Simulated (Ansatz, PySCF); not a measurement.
C4H8, triplet, geometry from GFN2-xTB (a higher spin typed on purpose: for a closed-shell molecule this is an excited state), atoms displaced at random by about 0.08 Å a coordinate. Base run: PBE/STO-3G, gradient run with PySCF.

The PySCF input:
```python
from pyscf import gto, scf, dft

mol = gto.M(
    atom='''
C    -1.144308   -0.835387    0.143104
C    -0.116171    0.054681    0.179628
C     1.207524   -0.664487    0.150562
C    -0.246179    1.531090    0.112601
H    -0.874593   -1.724319    0.652922
H    -1.263159   -1.236083   -0.968430
H    -1.960892   -0.341320    0.237783
H     1.542762   -1.236863    0.896566
H     2.231841    0.331393   -0.241556
H     1.508146   -1.106327   -0.945641
H    -0.427274    2.161248   -0.782459
H    -0.226535    2.012243    0.986731
''',
    basis='sto-3g',
    charge=0,
    spin=2,
    verbose=3,
)

mf = dft.UKS(mol)
mf.xc = 'pbe'
mf.kernel()
g = mf.nuc_grad_method()
grad = g.kernel()
```

Programs used: Ansatz (a quantum-chemistry and plane-wave program), PySCF; a row that names a program was run with it.

The coordinate followed is z of atom 9.

The base run was repeated with changes; each row names its change, and settings that it needs were set with it.

| change | dE/dx (Eh/bohr) | net force (Eh/bohr) |
|---|---|---|
| base | -0.052817 | 0.000017 |
| grids.level = 5; grid_response = off | -0.052817 | 0.000000 |
| conv_tol = 1e-4 | -0.052911 | 0.000017 |
| finite difference step (bohr) = 1e-4; conv_tol = 1e-11 | -0.052821 | - |
| finite difference step (bohr) = 0.05; conv_tol = 1e-11 | -0.052803 | - |
| finite difference step (bohr) = 0.2; conv_tol = 1e-11 | -0.052534 | - |
| grids.level = 1; grid_response = off | -0.052829 | 0.000150 |
| conv_tol = 1e-6 | -0.052809 | 0.000017 |
| finite difference step (bohr) = 1e-5; conv_tol = 1e-11 | -0.052821 | - |
| density fitting = on | -0.052796 | 0.000017 |
| grid_response = on | -0.052821 | 0.000000 |
| code = ansatz | -0.052817 | 0.000000 |

The net force is zero for an exact gradient.

Open shells are given as the SCF converged; they aren't shown to be the lowest states, and a large step between rows can be another state.
